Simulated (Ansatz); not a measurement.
`[CH3][Al]([OH])[SiH2]F`. The species carries charge 0 and has multiplicity 1.

```json
{"atom": "C1", "x (Å)": "-1.1943", "y (Å)": "0.1009", "z (Å)": "-1.6837"}
{"atom": "Al2", "x (Å)": "-0.3117", "y (Å)": "0.4867", "z (Å)": "0.0026"}
{"atom": "O3", "x (Å)": "-0.7046", "y (Å)": "1.9322", "z (Å)": "0.8052"}
{"atom": "Si4", "x (Å)": "1.3607", "y (Å)": "-0.9672", "z (Å)": "1.0997"}
{"atom": "F5", "x (Å)": "1.8326", "y (Å)": "-0.2666", "z (Å)": "2.4798"}
{"atom": "H6", "x (Å)": "-1.8912", "y (Å)": "0.8958", "z (Å)": "-1.9602"}
{"atom": "H7", "x (Å)": "-1.7541", "y (Å)": "-0.8386", "z (Å)": "-1.6332"}
{"atom": "H8", "x (Å)": "-0.4684", "y (Å)": "-0.0113", "z (Å)": "-2.4955"}
{"atom": "H9", "x (Å)": "-0.3084", "y (Å)": "2.1842", "z (Å)": "1.6384"}
{"atom": "H10", "x (Å)": "2.5931", "y (Å)": "-1.1942", "z (Å)": "0.2887"}
{"atom": "H11", "x (Å)": "0.8464", "y (Å)": "-2.3218", "z (Å)": "1.4582"}
```

Problem. Give the diagnostics of a CCSD(T)/def2-TZVPP run (frozen core, Ansatz). (Estimate.)

Solution. Ansatz gave: T1 = 0.0124, largest single amplitude 0.028, largest double 0.031, (T) share of the correlation energy 3.2 %, 10 CCSD cycles. The RHF solution is stable towards an unrestricted one. T1 lies under the customary mark of 0.02 for closed shells.
